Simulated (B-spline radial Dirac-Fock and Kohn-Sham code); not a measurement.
**Muonic isotope shifts in potassium**

Calculated with a radial atomic solver, using the Dirac equation of a negative muon with reduced mass in the field of a spherical finite nucleus, with the Uehling potential to all orders; nuclear polarisation, deformation, hyperfine structure, self-energy, higher-order vacuum polarisation, relativistic recoil and electron screening are left out. Nuclear charge: Fermi distribution (skin thickness 2.3 fm); radii from Angeli and Marinova (2013). Reference ⁴⁴K, radius 3.4563 fm: 2p3/2 → 1s1/2 712.8 keV, 3d5/2 → 2p3/2 141.5 keV.

```tsv
A	radius (fm)	δ⟨r²⟩ (fm²)	shift 2p3/2 → 1s (keV)	shift 3d5/2 → 2p3/2 (keV)
37	3.4194	-0.254	+0.65	-0.07
38	3.4264	-0.206	+0.52	-0.06
39	3.4349	-0.147	+0.35	-0.05
40	3.4381	-0.125	+0.31	-0.04
41	3.4518	-0.031	0.00	-0.03
42	3.4517	-0.032	+0.04	-0.02
43	3.4556	-0.005	-0.02	-0.01
45	3.4605	+0.029	-0.07	+0.01
46	3.4558	-0.003	+0.08	+0.02
47	3.4534	-0.020	+0.18	+0.02
48	3.4689	+0.087	-0.19	+0.03
49	3.4913	+0.243	-0.74	+0.04
50	3.5046	+0.336	-1.06	+0.04
51	3.5196	+0.442	-1.42	+0.05
```
